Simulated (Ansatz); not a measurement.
AsGaH₅N (`N[AsH][GaH2]`), one more setting.

```yaml
crystal:
  periodic: [false, false, false]
  atoms:
    - {symbol: N, position_ang: [-0.403315, 1.508045, -0.762341]}
    - {symbol: As, position_ang: [-1.237525, 0.095686, 0.135621]}
    - {symbol: Ga, position_ang: [0.608429, -1.420875, 0.495852]}
    - {symbol: H, position_ang: [0.579343, 1.357923, -0.947372]}
    - {symbol: H, position_ang: [-0.870204, 1.657014, -1.646894]}
    - {symbol: H, position_ang: [-1.070201, 0.637589, 1.556719]}
    - {symbol: H, position_ang: [1.881879, -1.294909, -0.424528]}
    - {symbol: H, position_ang: [0.511594, -2.540473, 1.592954]}
basis:
  gaussian: {orbitals: cc-pVDZ}
magnetization: {spin_polarized: true, initial_magnetization: 0}
hamiltonian: {xc: {name: HF}}
scf: {lower_state_search: light}
output: {forces: true}
```

```sh
$ ansatz run in.yaml --threads 4 --pin off --events-out ev --progress --plain --max-ram 10444MiB
```

Output, abridged:

```
Functional definition: HF
1001 factors; integrals over basis functions are off by at most 1.4e-3 eV
mean field evaluation 1: about -114686.6868 eV, gradient 1.9e1 eV
mean field evaluation 2: about -114686.6933 eV, gradient 1.9e1 eV
mean field evaluation 4: about -114688.6211 eV, gradient 1.9e0 eV
mean field evaluation 8: about -114688.6539 eV, gradient 1.5e-3 eV
mean field -114688.65387930 eV, -4214.7302913026 hartree, gradient 2.2e-5 eV, S^2 0.000000; 0 other end points of the search recorded, 0 dependent functions left out
reference -114688.65387930 eV, -4214.7302913026 hartree; 38, 38 occupied and 55, 55 virtual orbitals, 1001 factors
Total energy: -114688.65387930 eV, -4214.7302913026 hartree
Atom 0 at    -0.403315     1.508045    -0.762341 Å, force     0.075867    -0.051863    -0.298463 eV/Å
Atom 1 at    -1.237525     0.095686     0.135621 Å, force    -0.107258     0.325406     0.306011 eV/Å
Atom 2 at     0.608429    -1.420875     0.495852 Å, force     0.177595    -0.245797    -0.071352 eV/Å
Atom 3 at     0.579343     1.357923    -0.947372 Å, force    -0.299560     0.096570    -0.015932 eV/Å
Atom 4 at    -0.870204     1.657014    -1.646894 Å, force     0.209047    -0.016505     0.203872 eV/Å
Atom 5 at    -1.070201     0.637589     1.556719 Å, force    -0.138594    -0.066519    -0.179072 eV/Å
Atom 6 at     1.881879    -1.294909    -0.424528 Å, force     0.070555    -0.006367    -0.001614 eV/Å
Atom 7 at     0.511594    -2.540473     1.592954 Å, force     0.012348    -0.034925     0.056550 eV/Å
Dipole moment:     0.171416    -0.155837    -0.174012 e Å
```

It took 1.6 s on 4 threads of an Arm Neoverse V1 on a shared host, with 0.39 GiB of host memory at the peak.
